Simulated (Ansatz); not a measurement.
`O[SiH2][GaH][OH]` + `O[Si](O)(O)S` → `O[SiH2]S[Si](O)(O)O` + `[OH][GaH2]`  (cleavage of the Si–Ga bond)

Gas-phase electronic energies from Ansatz, PBE0-D4/def2-TZVP geometries. CBS: MP2 limit from def2 TZ/QZ plus the TZ coupled-cluster correction, frozen cores. Functionals use def2-TZVPP. For Ga outer-core shells are correlated without core-valence functions, which leaves a few kJ/mol of doubt a bond. Scalar relativity is left out up to krypton. Each species was taken in one conformer, which may not be the lowest.

```json
{"level": "ωB97X-V", "ΔE (kJ/mol)": "-68.1"}
{"level": "B2PLYP", "ΔE (kJ/mol)": "-63.2"}
{"level": "PBE0", "ΔE (kJ/mol)": "-59.2"}
{"level": "SCS-MP2/def2-TZVPP", "ΔE (kJ/mol)": "-71.9"}
```

(1) What does CCSD(T)/CBS give? (Best estimate.)

Largest T1 diagnostic among the species: 0.015.

Answers

(1) Computed: -66.8 kJ/mol. The listed levels differ from it by -1.3, 3.6, 7.6, -5.1 kJ/mol.

The D4 term adds −11.2 kJ/mol with B3LYP and −6.2 kJ/mol with PBE0; it sums over pairs of atoms, weighted by their polarisabilities, and B3LYP, whose exchange is more repulsive, gets the larger term. From PBE to PBE0 (25 % exact exchange), in def2-TZVPP and without D4, ΔE moves by −5.7 kJ/mol.

B3LYP here is the variant with VWN-RPA as its local correlation; programs differ in this.
